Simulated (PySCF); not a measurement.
Assignment exercise: C$_{7}$H$_{6}$F$_{2}$O

Atom-mapped SMILES (the numbers label the heavy atoms): `[F:1][CH:2]([F:3])[O:4][c:5]1[cH:6][cH:7][cH:8][cH:9][cH:10]1`. Hydrogens are named by the atom that carries them.

One computed conformer, averaged over atoms made equivalent by symmetry, fast rotation or ring inversion, relativity neglected, no solvent. Shielding tensors at PBE0/pcSseg-1 (GIAO); GFN2-xTB geometry; PySCF.

Chemical shifts δ = σref − σ; ¹³C and ¹H against TMS, all at this level.

(1) Assign these signals to the numbered atoms. ¹³C{¹H} NMR (computed): δ 160.6, 135.7, 129.5, 123.0, 121.4.

(2) Assign these signals to the numbered atoms. ¹H NMR (300 MHz, computed): δ 7.72 (m, 2H), 7.46 (t, 1H), 7.34 (d, 2H), 6.75 (m, 1H).

Results:

(1) 
| δ (ppm) | atoms | environment | reason |
| --- | --- | --- | --- |
| 160.6 | C5 | aromatic carbon bearing oxygen | the electronegative substituent deshields the carbon that carries it |
| 135.7 | C7/C9 | aromatic CH | the aromatic region |
| 129.5 | C8 | aromatic CH | – |
| 123.0 | C2 | sp3 CH bonded to 2 F and O | 3 electronegative neighbours deshield it |
| 121.4 | C6/C10 | aromatic CH | – |

C2 and C6/C10 lie closer than the usual error of such a calculation, so a measured spectrum could show them in the other order.

(2) 
7.72 → H(C7)/H(C9), hydrogen on an aromatic CH: ring-current deshielding
7.46 → H(C8), hydrogen on an aromatic CH
7.34 → H(C6)/H(C10), hydrogen on an aromatic CH
6.75 → H(C2), hydrogen on an sp3 CH bonded to 2 F and O: its carbon carries F and O, an electronegative neighbour

H(C8) and H(C6)/H(C10) lie closer than the usual error of such a calculation, so a measured spectrum could show them in the other order.

Splittings by ¹⁹F in the carbon and heteronuclear signals aren't shown, as no couplings were computed. Shifts are as computed. Against solution values, carbons near 30 ppm lie about +3 ppm off and those near 130 ppm about +5 ppm. Of 1211 compounds with measured shifts, 218 miss one by over three times the rms of a fit or turn the order of signals round; such compounds aren't used in these exercises. Multiplicities follow the n + 1 count of equivalent neighbours, as no J values were calculated; m marks all less simple cases, F and P coupling included.
